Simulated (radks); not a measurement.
Q: Neutral tin is in [Kr] 4d10 5s2 5p2. All-electron calculation, scalar-relativistic Kohn-Sham, BLYP, spin-polarised, spherical densities, finite nucleus; Fermi nuclear charge, rms radius of each element as measured or else 0.836 A^(1/3) + 0.57 fm. Program: a radial shooting solver on a logarithmic mesh with Libxc functionals. Open shells are filled with parallel spins first. One electron is removed from 4p, 5p, 5s, 4d in turn, with full relaxation. Which removal costs least, and what does each cost?

A: 5p 7.109 eV; 5s 13.597 eV; 4d 32.003 eV; 4p 96.754 eV. The 5p electron leaves first.
